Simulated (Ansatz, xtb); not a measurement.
Relative energy of two structures of CH6AsB+

Structure X is a doublet given by its coordinates and structure Y is the doublet with the links of `[CH2]B[AsH3+]`. Both are isolated ions in the gas phase, relaxed with PBE0-D3(BJ)/def2-SVP; the shapes shown needn't be the lowest conformers.

X (Å):

```xyz
9

C    -0.7607   -1.2357    0.2792
As   -1.0656    0.6019   -0.1797
B     0.6975   -1.6626   -0.1723
H    -0.0449    1.4893    0.4821
H    -0.8890   -1.3696    1.3678
H    -1.5234   -1.8686   -0.2076
H     1.4780   -0.9241   -0.7193
H    -0.9065    0.8109   -1.6624
H     0.9892   -2.8075    0.0723
```

Close contacts (Å): C1–As2 1.92, C1–B3 1.59, C1–H5 1.10, C1–H6 1.10, As2–H4 1.51, As2–H8 1.51, B3–H7 1.21, B3–H9 1.21.

Y (Å):

```xyz
9

C    -0.9674    0.3242   -1.2148
As    0.7134   -0.3697    1.3150
B     0.4128    0.0116   -0.6890
H    -1.1161    0.5246   -2.2828
H    -1.8808    0.3741   -0.6116
H     1.4325   -0.0508   -1.3173
H     1.6943    0.5819    1.9305
H     1.3170   -1.7217    1.5486
H    -0.4936   -0.3190    2.2014
```

Energies in hartree; the thermal terms are from PBE0-D3(BJ)/def2-SVP harmonic frequencies (ideal gas, rigid rotor, one conformer each, 298.15 K, 1 atm) and include the zero-point energy:

|  | X | Y |
| --- | --- | --- |
| E, CCSD(T)/def2-SVP | −2300.093290 | −2300.103737 |
| E, MP2/def2-SVP | −2300.040282 | −2300.048172 |
| E, MP2/def2-TZVPP | −2300.470347 | −2300.475934 |
| zero-point energy | 0.062201 | 0.061658 |
| H(298 K) − E | 0.068884 | 0.068532 |
| G(298 K) − E | 0.032585 | 0.031803 |

Q: Correct the CCSD(T) difference for the basis set by the MP2 change, then work out ΔE, ΔE₀, ΔH and ΔG for X → Y in kJ/mol (1 Eh = 2625.50 kJ/mol) and the equilibrium ratio [Y]/[X].

A: 1. Differences Y − X: CCSD(T) −0.010447, MP2 in the small set −0.007890, MP2 in the large set −0.005587 Eh.
2. ΔE = −0.010447 + (−0.005587 − (−0.007890)) = −0.008144 Eh = −21.38 kJ/mol.
3. ΔE₀ = ΔE + ΔZPE = −0.008144 + (−0.000543) Eh = −22.81 kJ/mol.
4. ΔH = ΔE + (−0.000352) Eh = −22.31 kJ/mol.
5. ΔG = ΔE + (−0.000782) Eh = −23.44 kJ/mol, so ΔS = (ΔH − ΔG)/T = +3.8 J/(mol K).
6. kT = 0.9442 mEh, so K = [Y]/[X] = exp(−ΔG/kT) = exp(+9.45) ≈ 1.3 × 10^4.

Structure Y is favoured at this temperature. An error of 4 kJ/mol in ΔG would change K by a factor of 5. GFN2-xTB gave ΔE the other sign. Mirror images and further conformers aren't counted.

Other levels gave ΔE = +56.5 (GFN2-xTB); −46.8 (HF/STO-3G, GFN2-xTB geometries); −32.5 (r2SCAN-D4/def2-SVP, GFN2-xTB geometries); −26.7 (PBE0-D3(BJ)/def2-SVP); −42.0 (HF/def2-SVP); −20.7 (MP2/def2-SVP); −27.4 (CCSD(T)/def2-SVP) kJ/mol. Open shells are spin-unrestricted. The correlated steps freeze 11 core orbitals; the filled d shell of As is correlated, in a basis made for valence electrons. Programs: Ansatz 0.2.0, xtb 6.7.1.
